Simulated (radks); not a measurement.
Hf2+, 70 electrons, occupied as [Xe] 4f14 5d2. Calculated with a radial shooting solver on a logarithmic mesh with Libxc functionals: Dirac Kohn-Sham, LDA (Slater exchange, Perdew-Wang correlation), spin-unpolarised, spherical densities, point nucleus; open shells fill j = l - 1/2 first. Some entries of the table are withheld. Estimate them.

| orbital | occ. | eigenvalue (eV) | r(max) (bohr) | <1/r> (bohr^-1) |
|---|---|---|---|---|
| 1s1/2 | 2 | (1) | 0.01191 | 83.78 |
| 2s1/2 | 2 | -11150.05 | 0.06830 | 20.30 |
| 2p1/2 | 2 | -10652.80 | (2) | 20.27 |
| 2p3/2 | 4 | -9462.169 | (3) | 17.22 |
| 3s1/2 | 2 | -2551.430 | 0.1925 | 7.445 |
| 3p1/2 | 2 | -2330.613 | 0.1804 | 7.364 |
| 3p3/2 | 4 | -2075.531 | 0.1942 | 6.576 |
| 3d3/2 | 4 | -1700.644 | 0.1523 | (4) |
| 3d5/2 | 6 | -1644.967 | 0.1561 | (5) |
| 4s1/2 | 2 | -525.2852 | 0.4379 | 3.125 |
| 4p1/2 | 2 | -434.8600 | 0.4382 | 3.016 |
| 4p3/2 | 4 | -376.2566 | 0.4675 | 2.739 |
| 4d3/2 | 4 | -227.4098 | 0.4659 | 2.521 |
| 4d5/2 | 6 | -216.6775 | 0.4753 | 2.454 |
| 5s1/2 | 2 | -81.9787 | 1.015 | 1.184 |
| 5p1/2 | 2 | -56.3000 | 1.098 | 1.050 |
| 5p3/2 | 4 | -48.4415 | 1.187 | 0.9527 |
| 4f5/2 | 6 | -32.9135 | (6) | 1.935 |
| 4f7/2 | 8 | -31.1651 | (7) | 1.904 |
| 5d3/2 | 2 | -17.2127 | 1.621 | 0.6204 |
| 5d5/2 | 0 | -16.6346 | 1.671 | 0.6009 |

Answer. 
(1) 1s1/2 eigenvalue (eV): -65160.24
(2) 2p1/2 r(max) (bohr): 0.05092
(3) 2p3/2 r(max) (bohr): 0.05755
(4) 3d3/2 <1/r> (bohr^-1): 6.470
(5) 3d5/2 <1/r> (bohr^-1): 6.282
(6) 4f5/2 r(max) (bohr): 0.4511
(7) 4f7/2 r(max) (bohr): 0.4564
